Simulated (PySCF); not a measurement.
F$_{3}$La, triplet, at a GFN2-xTB geometry (such geometries of metal compounds can be far from the true shape) (the multiplicity is a formal guess) (core potentials on La); PySCF with DF-HF/def2-SVP.

PySCF was given this input:
```python
from pyscf import gto, scf

mol = gto.M(
    atom='''
La    0.000000   -0.000000    0.000000
F    -1.734184   -1.072541    0.044514
F     0.015111    1.882157   -0.785479
F     1.719073   -0.809616    0.740966
''',
    basis='def2-svp',
    ecp={'La': 'def2-svp'},
    charge=0,
    spin=2,
    verbose=4,
)

mf = scf.UHF(mol)
mf = mf.density_fit(auxbasis='def2-universal-jkfit')
mf.kernel()
```

Output, abridged:

```
PySCF version 2.14.0

[INPUT] verbose = 4
[INPUT] num. atoms = 4
[INPUT] num. electrons = 38
[INPUT] charge = 0
[INPUT] spin (= nelec alpha-beta = 2S) = 2
[INPUT] symmetry False subgroup None
[INPUT] Mole.unit = angstrom
[INPUT] Symbol           X                Y                Z      unit          X                Y                Z       unit  Magmom
[INPUT]  1 La     0.000000000000   0.000000000000   0.000000000000 AA    0.000000000000   0.000000000000   0.000000000000 Bohr   0.0
[INPUT]  2 F     -1.734184000000  -1.072541000000   0.044514000000 AA   -3.277132809603  -2.026808747367   0.084119268709 Bohr   0.0
[INPUT]  3 F      0.015111000000   1.882157000000  -0.785479000000 AA    0.028555651468   3.556761253433  -1.484340186597 Bohr   0.0
[INPUT]  4 F      1.719073000000  -0.809616000000   0.740966000000 AA    3.248577158134  -1.529952506066   1.400222807614 Bohr   0.0

nuclear repulsion = 113.460497781604
number of shells = 30
number of NR pGTOs = 129
number of NR cGTOs = 74
basis = def2-svp
ecp = {'La': 'def2-svp'}

******** <class 'pyscf.df.df_jk.DFUHF'> ********
method = DFUHF
initial guess = minao
damping factor = 0
level_shift factor = 0
DIIS = <class 'pyscf.scf.diis.CDIIS'>
diis_start_cycle = 1
diis_space = 8
diis_damp = 0
SCF conv_tol = 1e-09
SCF conv_tol_grad = None
SCF max_cycles = 50
direct_scf = False
number electrons alpha = 20  beta = 18
Set gradient conv threshold to 3.16228e-05
******** <class 'pyscf.df.df.DF'> ********
auxbasis = def2-universal-jkfit
init E= -325.511155906966

cycle= 1 E= -329.062358339766  delta_E= -3.55  |g|= 0.492  |ddm|= 7.42

cycle= 2 E= -329.12947153221  delta_E= -0.0671  |g|= 0.281  |ddm|= 0.719

cycle= 3 E= -329.16017146897  delta_E= -0.0307  |g|= 0.096  |ddm|= 0.264

cycle= 4 E= -329.168603024877  delta_E= -0.00843  |g|= 0.0478  |ddm|= 0.143

cycle= 5 E= -329.177750320392  delta_E= -0.00915  |g|= 0.0659  |ddm|= 0.173

cycle= 6 E= -329.180107237364  delta_E= -0.00236  |g|= 0.0646  |ddm|= 0.0383
cycle= 7 E= -329.190352683624  delta_E= -0.0102  |g|= 0.062  |ddm|= 0.171
cycle= 8 E= -329.199778631197  delta_E= -0.00943  |g|= 0.0632  |ddm|= 0.388
cycle= 9 E= -329.200934918133  delta_E= -0.00116  |g|= 0.0368  |ddm|= 0.0419
cycle= 10 E= -329.201254537795  delta_E= -0.00032  |g|= 0.0211  |ddm|= 0.112
cycle= 11 E= -329.201751456184  delta_E= -0.000497  |g|= 0.00203  |ddm|= 0.0578
cycle= 12 E= -329.201756227533  delta_E= -4.77e-06  |g|= 0.00131  |ddm|= 0.00381
cycle= 13 E= -329.201758639689  delta_E= -2.41e-06  |g|= 0.00157  |ddm|= 0.00218
cycle= 14 E= -329.201762843187  delta_E= -4.2e-06  |g|= 0.00119  |ddm|= 0.00248
cycle= 15 E= -329.201771472032  delta_E= -8.63e-06  |g|= 0.000907  |ddm|= 0.00556
cycle= 16 E= -329.201783866547  delta_E= -1.24e-05  |g|= 0.000796  |ddm|= 0.00879
cycle= 17 E= -329.201813581784  delta_E= -2.97e-05  |g|= 0.000585  |ddm|= 0.0277
cycle= 18 E= -329.201821259687  delta_E= -7.68e-06  |g|= 0.00046  |ddm|= 0.0104
cycle= 19 E= -329.201831353682  delta_E= -1.01e-05  |g|= 0.000191  |ddm|= 0.0252
cycle= 20 E= -329.201831981143  delta_E= -6.27e-07  |g|= 9.62e-05  |ddm|= 0.00568
cycle= 21 E= -329.20183204883  delta_E= -6.77e-08  |g|= 3.98e-05  |ddm|= 0.00165
cycle= 22 E= -329.201832060556  delta_E= -1.17e-08  |g|= 3.26e-05  |ddm|= 0.00104
cycle= 23 E= -329.201832061287  delta_E= -7.31e-10  |g|= 1.37e-05  |ddm|= 0.000184
Extra cycle  E= -329.201832061447  delta_E= -1.6e-10  |g|= 5.1e-06  |ddm|= 2.03e-05
converged SCF energy = -329.201832061447  <S^2> = 2.0076179  2S+1 = 3.0050743
```
